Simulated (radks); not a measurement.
Cr+, 23 electrons, occupied as [Ar] 3d5.

All-electron calculation, Dirac Kohn-Sham, PBE, spin-unpolarised, spherical densities, finite nucleus; open shells fill j = l - 1/2 first; Fermi nuclear charge, rms radius 3.6452 fm. Program: a radial shooting solver on a logarithmic mesh with Libxc functionals.

Energy parts (eV):
part                      energy
total                 -28579.920
kinetic                28915.743
electron-nucleus      -68096.339
Hartree                11920.980
exchange-correlation   -1320.305

Orbitals (lengths in bohr, moments of r in powers of bohr; <r^-3> diverges for s and p1/2; r(max) is where P^2 peaks):
1s1/2: occ. 2; eigenvalue (eV) -5886.780; <r^2> 0.005431; r(max) 0.04160
2s1/2: occ. 2; eigenvalue (eV) -673.6746; <r^2> 0.1014; r(max) 0.2435
2p1/2: occ. 2; eigenvalue (eV) -573.0393; <r^2> 0.08197; r(max) 0.1961
2p3/2: occ. 4; eigenvalue (eV) -564.3890; <r^-3> 354.5; <r^2> 0.08367; r(max) 0.1984
3s1/2: occ. 2; eigenvalue (eV) -80.9277; <r^2> 0.9433; r(max) 0.7775
3p1/2: occ. 2; eigenvalue (eV) -53.1033; <r^2> 1.094; r(max) 0.7947
3p3/2: occ. 4; eigenvalue (eV) -52.0924; <r^-3> 41.70; <r^2> 1.115; r(max) 0.8016
3d3/2: occ. 4; eigenvalue (eV) -9.8947; <r^-3> 2.951; <r^2> 2.727; r(max) 0.8413
3d5/2: occ. 1; eigenvalue (eV) -9.8148; <r^-3> 2.903; <r^2> 2.757; r(max) 0.8441

The highest occupied level is 3d5/2 at -9.815 eV. The density falls to 0.001 e/bohr^3 at r = 3.63 bohr.
